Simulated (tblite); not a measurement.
Compound: C₆H₁₆BP.
Atom-mapped SMILES: `[BH3-:1][P@@H+:2]1[CH2:3][CH2:4][CH2:5][C@@H:6]([CH3:7])[CH2:8]1` (hydrogens: H9, H10, H11 on B1; H12 on P2; H13, H14 on C3; H15, H16 on C4; H17, H18 on C5; H19 on C6; H20, H21, H22 on C7; H23, H24 on C8)

Computed with GFN2-xTB (tblite), gas phase: L-BFGS steps from a force-field or distance-geometry start until the largest atomic force falls under 0.01 eV/Å.

Step 1: E = -674.0835 eV
```
atom  x, y, z in Å  |  force x, y, z in eV/Å
B1     -2.4268   -1.0612   -0.3648   -0.594  -0.341  -0.583
P2     -1.4302   -0.2747    1.0079   -0.484  -0.457  -0.746
C3     -1.1687    1.5251    0.7394    0.038   0.017   0.125
C4     -0.1680    1.7342   -0.4111    0.031  -0.024   0.277
C5      1.1893    1.0695   -0.1209   -0.112  -0.037  -0.051
C6      1.1059   -0.4731   -0.0884    0.178   0.097   0.141
C7      2.5187   -1.0787   -0.0106   -0.050   0.030   0.015
C8      0.2688   -0.9712    1.1099    0.003   0.171   0.076
H9     -2.5074   -2.2305   -0.1575    0.097  -0.140   0.206
H10    -3.5156   -0.5700   -0.3702   -0.038   0.153   0.147
H11    -1.8889   -0.8674   -1.4079    0.245   0.139  -0.063
H12    -2.0665   -0.4581    2.2590    0.649   0.373  -0.067
H13    -0.8053    1.9919    1.6596    0.020   0.117  -0.063
H14    -2.1398    1.9666    0.4645    0.228  -0.133   0.157
H15    -0.5866    1.3476   -1.3535    0.131   0.039   0.351
H16    -0.0198    2.8178   -0.5244    0.009  -0.204  -0.075
H17     1.8873    1.3767   -0.9142   -0.115  -0.157   0.202
H18     1.5938    1.4441    0.8377   -0.186  -0.168  -0.314
H19     0.6430   -0.8251   -1.0244   -0.012   0.134   0.265
H20     3.0331   -0.7506    0.9070   -0.184  -0.136  -0.397
H21     2.4537   -2.1738   -0.0079    0.085   0.321   0.021
H22     3.1082   -0.7669   -0.8838   -0.150  -0.114   0.345
H23     0.1808   -2.0687    1.0871   -0.003   0.283  -0.033
H24     0.7295   -0.6837    2.0550    0.215   0.037   0.063
```

Step 2: E = -674.1715 eV
```
atom  x, y, z in Å  |  force x, y, z in eV/Å
B1     -2.4462   -1.0716   -0.3825   -0.317  -0.328  -0.546
P2     -1.4486   -0.2931    0.9825    0.135   0.166  -0.226
C3     -1.1683    1.5309    0.7455    0.119  -0.598  -0.118
C4     -0.1660    1.7331   -0.4023   -0.089  -0.035   0.159
C5      1.1864    1.0693   -0.1252   -0.143  -0.167   0.221
C6      1.1121   -0.4694   -0.0843   -0.104  -0.009   0.125
C7      2.5189   -1.0786   -0.0086   -0.318   0.109  -0.144
C8      0.2700   -0.9667    1.1144   -0.137   0.260  -0.151
H9     -2.5041   -2.2347   -0.1508    0.015  -0.196   0.109
H10    -3.5161   -0.5652   -0.3653   -0.236   0.154   0.057
H11    -1.8807   -0.8628   -1.4101    0.129   0.071  -0.074
H12    -2.0456   -0.4459    2.2569    0.537   0.281  -0.123
H13    -0.8053    1.9948    1.6556    0.085   0.127   0.203
H14    -2.1310    1.9612    0.4699   -0.050   0.055   0.063
H15    -0.5822    1.3490   -1.3422    0.039  -0.027   0.232
H16    -0.0198    2.8108   -0.5267    0.051  -0.037  -0.045
H17     1.8825    1.3711   -0.9060    0.070  -0.039  -0.092
H18     1.5878    1.4386    0.8277   -0.076  -0.064  -0.087
H19     0.6425   -0.8207   -1.0159   -0.010   0.089   0.205
H20     3.0261   -0.7556    0.8923    0.089   0.043   0.113
H21     2.4565   -2.1622   -0.0073    0.021  -0.059   0.022
H22     3.1027   -0.7708   -0.8720    0.047   0.007   0.013
H23     0.1805   -2.0588    1.0860    0.036   0.112  -0.019
H24     0.7362   -0.6829    2.0561    0.107   0.085   0.103
```

Problem. Estimate the geometry and energy of step 3. (The exact step hangs on the optimiser's Hessian estimate; all steps are aligned on step 2, rigid shifts and turns removed.)

Solution. E = -674.2114 eV, largest force 0.529 eV/Å
```
atom  x, y, z in Å  |  force x, y, z in eV/Å
B1     -2.4610   -1.0821   -0.4001   -0.127  -0.218  -0.349
P2     -1.4558   -0.3005    0.9662    0.303   0.297  -0.016
C3     -1.1663    1.5255    0.7474    0.069  -0.521  -0.061
C4     -0.1661    1.7317   -0.3955   -0.069  -0.025   0.057
C5      1.1827    1.0666   -0.1248   -0.053  -0.122   0.182
C6      1.1131   -0.4676   -0.0805   -0.216  -0.025   0.086
C7      2.5140   -1.0770   -0.0095   -0.240   0.093  -0.075
C8      0.2688   -0.9604    1.1150   -0.129   0.186  -0.120
H9     -2.5023   -2.2402   -0.1456   -0.037  -0.203   0.029
H10    -3.5204   -0.5602   -0.3620   -0.276   0.109  -0.010
H11    -1.8745   -0.8593   -1.4127    0.049   0.018  -0.110
H12    -2.0260   -0.4350    2.2537    0.456   0.229  -0.140
H13    -0.8041    1.9978    1.6564    0.056   0.013   0.174
H14    -2.1272    1.9592    0.4737   -0.086   0.075   0.040
H15    -0.5794    1.3492   -1.3328   -0.031  -0.082   0.108
H16    -0.0189    2.8068   -0.5285    0.056   0.019  -0.002
H17     1.8809    1.3675   -0.9031    0.070  -0.020  -0.138
H18     1.5837    1.4350    0.8220    0.001   0.001   0.088
H19     0.6421   -0.8171   -1.0083   -0.055   0.040   0.102
H20     3.0241   -0.7573    0.8869    0.137   0.094   0.241
H21     2.4581   -2.1574   -0.0067   -0.028  -0.188   0.015
H22     3.1009   -0.7725   -0.8663    0.100   0.068  -0.137
H23     0.1809   -2.0518    1.0851    0.045   0.064  -0.009
H24     0.7411   -0.6811    2.0579    0.003   0.100   0.045
```

The energy changes by -0.0399 eV. The first-order estimate −F·Δx gives -0.0539 eV and the mean of the old and new forces, exact on a quadratic surface, -0.0399 eV. The step makes an angle of 42° with the force vector and moves no atom by more than 0.025 Å.
